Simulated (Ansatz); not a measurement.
Consider the cleavage of the Si–Si bond: `O[SiH2][SiH2]S` + `C=N` → `C=N[SiH2]S` + silanol.

Program: Ansatz. Geometries: PBE0-D4/def2-TZVP. ΔE: electronic, gas phase. CCSD(T)/CBS is the MP2 limit (def2-TZVPP, def2-QZVPP) plus CCSD(T) − MP2 in def2-TZVPP, frozen cores. This one scheme is used for every species. DFT in def2-TZVPP. One conformer a species, not always the lowest.

```tsv
level	ΔE (eV)
LDA (SPW92)	-0.29
PBE-QIDH	-0.44
BLYP	-0.45
HF/CBS(def2)	-0.69
```

Q: What does CCSD(T)/CBS give? (Estimate.)

A: Ansatz gave: -0.45 eV. The listed levels differ from it by 0.16, 0.01, 0.00, -0.24 eV.

Largest T1 diagnostic among the species: 0.013.

From BLYP to BHLYP (50 % exact exchange), in def2-TZVPP and without D4, ΔE moves by −0.12 eV. Leaving LDA and LC-ωPBE aside and taking each functional with its dispersion term where it has one, the values, not all of them listed here, spread over 0.27 eV, from B2PLYP to PBE-D4.
